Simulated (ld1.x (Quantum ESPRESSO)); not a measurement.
## Before and after: TM semilocal potential for La

| Property | Result |
| --- | --- |
| Element | La |
| Generator | ld1.x (Quantum ESPRESSO) 7.5 |
| Type | norm-conserving Troullier–Martins (semilocal form) |
| Functional | PBEsol |
| Relativity | scalar-relativistic |
| Frozen core | [Kr] 4d10 |
| Valence charge | 11 |
| Reference configuration | 4f0 5s2 5p6 5d1 6s2 6p0 |
| Partial waves | 5s (bound): rc 1.40 bohr; 5p (bound): rc 2.75 bohr; 4f (bound, empty): rc 1.65 bohr; 5d (bound): rc 3.30 bohr |
| Local potential | the d channel |
| Core correction | none |

Occupied shells without a wave of their own: 6s. They enter only through the test configuration that unscreens the potential.

All-electron outer shells of the reference configuration (PBEsol, scalar-relativistic, ld1.x):

```csv
shell,level (eV),outermost node (bohr),outermost maximum (bohr)
4p,-199.76,0.34,0.63
4d,-103.77,0.32,0.68
5s,-38.95,0.77,1.41
5p,-22.40,0.83,1.58
4f,-4.39,–,0.75
6s,-3.70,1.86,3.79
5d,-3.10,0.95,2.21
6p,-1.34,2.21,4.93
```

Change: core correction a·sin(br)/r model core inside 0.82 bohr (6s counted twice).

Cutoffs: the cutoffs (Ry, on a coarse ladder) from which the occupation-weighted sum of valence levels, in a spherical-Bessel basis at the reference potential, stays within 10 and 1 mRy of its value at 400 Ry; they do not see the model core or the augmentation charge, which bear on the density cutoff. Errors are all-electron minus pseudo energies relative to the spin-unpolarised reference configuration.

Task: What does the change do?

Result: The potential gets neither clearly harder nor softer (50 Ry and 90 Ry → 50 Ry and 90 Ry); the number of tests that count goes from 7 to 5; of the 5 tests that both files solve, the error grows in 4 and shrinks in 0 by more than 15 % and 0.3 meV (median size 198.2 → 450.5 meV); neither file shows a bound ghost at the reference potential, the only one tested. A semilocal file is local in each channel, so a ghost entry of none says nothing of the separable form that plane-wave codes build from it. In the changed file ld1.x takes every shell without a wave as core, so the model core holds the 6s electrons as well and exchange and correlation see them twice. This cancels in the reference configuration, but the file is broken for other ones, and its errors say nothing about a proper core correction. A model core, the more so a compact one, raises the density cutoff, which this test does not measure.

```csv
quantity,base,changed
"cutoff, loose",50 Ry,50 Ry
"cutoff, tight",90 Ry,90 Ry
bound ghosts,none,none
"largest miss of a reference level, eV",0.06,0.06
"tests counted (converged, no solver errors)",7 of 7,5 of 7
"error for 4f0 5s2 5p6 5d1 6s1 6p0, meV [ΔE 6.00 eV]",-74,-209
"error for 4f0 5s2 5p6 5d1 6s0 6p0, meV [ΔE 16.85 eV]",-198,-858
"error for 4f0 5s2 5p6 5d0 6s0 6p0, meV [ΔE 35.75 eV]",-270,-1260
"error for 4f1 5s2 5p6 5d0 6s1 6p0, meV [ΔE 6.23 eV]",+260,-279
"error for 4f0 5s2 5p6 5d2 6s0 6p0, meV [ΔE 6.05 eV]",-133,-451
s: phases at 3.58 bohr within 0.05 rad from the reference energy up to (Ry; the scan ends near 5),-0.3,-0.3
p: phases at 3.58 bohr within 0.05 rad from the reference energy up to (Ry; the scan ends near 5),-0.1,-0.1
d: phases at 3.58 bohr within 0.05 rad from the reference energy up to (Ry; the scan ends near 5),1.5,1.5
f: phases at 3.58 bohr within 0.05 rad from the reference energy up to (Ry; the scan ends near 5),0.8,0.8
```

Base: The cutoffs count occupied waves only; the empty 4f level needs 110 Ry at the loose tolerance. These tests converged, but a pseudo level misses the all-electron one widely, so the file describes the atom poorly there or has found another state: 4f0 5s2 5p6 5d1 6s0 6p0: empty 6p by 6.8 eV; 4f0 5s2 5p6 5d0 6s0 6p0: empty 6p by 11.0 eV; 4f0 5s2 5p6 5d1 6s1 6p1: 5s by 11.6 eV (a node warning on the way); 4f0 5s2 5p6 5d1 6s0 6p1: 5s by 5.8 eV. ld1.x printed “convergence not achieved” for 7 of the counted tests; their residual had stalled under 1e-8, short of the target of 1e-14. The 6s level has no wave, so the channel is fitted at the deeper level alone: the likely source of the large errors. Changed file: The cutoffs count occupied waves only; the empty 4f level needs 110 Ry at the loose tolerance. Tests not counted: 4f0 5s2 5p6 5d1 6s1 6p1 (solver errors, printed error -24.1 eV); 4f0 5s2 5p6 5d1 6s0 6p1 (solver errors, printed error -8.0 eV). These tests converged, but a pseudo level misses the all-electron one widely, so the file describes the atom poorly there or has found another state: 4f0 5s2 5p6 5d1 6s0 6p0: empty 6p by 6.8 eV; 4f0 5s2 5p6 5d0 6s0 6p0: empty 6p by 10.0 eV; 4f0 5s2 5p6 5d2 6s0 6p0: empty 6s by 4.7 eV.
